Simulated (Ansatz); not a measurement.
Compare A (`C1=C[SiH2]N1`) with its isomer B (`N#CC[SiH3]`).

Isolated molecules relaxed with PBE0-D4/def2-TZVP in Ansatz; ΔE leaves out vibrations. CCSD(T)/CBS adds triple-zeta CCSD(T) − MP2 to the extrapolated MP2 energy (def2 sets, frozen cores). Functionals use def2-TZVPP. B3LYP here is the variant with VWN-RPA as its local correlation; programs differ in this.

Question: Which is lower in electronic energy at CCSD(T)/CBS, and by how much? (Estimate.)

Answer: Ansatz gave: B, by 38.1 kJ/mol.

Question: Give E(B) − E(A) in kJ/mol with MP2/def2-TZVPP, CCSD(T)/def2-TZVPP, PBE-D4, HF/def2-TZVPP, PBE0-D4, BLYP-D4, B3LYP. (Best estimate.)

Answer: Computed: MP2/def2-TZVPP -48.3, CCSD(T)/def2-TZVPP -49.9, PBE-D4 -24.5, HF/def2-TZVPP -70.9, PBE0-D4 -20.4, BLYP-D4 -50.8, B3LYP -46.7. None reverses the order clearly.

Question: Does the order hold for the free energy at 298.15 K (harmonic terms from PBE0-D4)? (Estimate.)

Answer: The calculation gave: Yes: G(B) − G(A) = -53.1 kJ/mol.

Largest T1 diagnostic: 0.013.

At CCSD(T), def2-SVP lies −36.3 kJ/mol from the extrapolated value and def2-TZVPP −11.8 kJ/mol. From BLYP to BHLYP (50 % exact exchange), in def2-TZVPP and without D4, E(B) − E(A) moves by +11.8 kJ/mol.
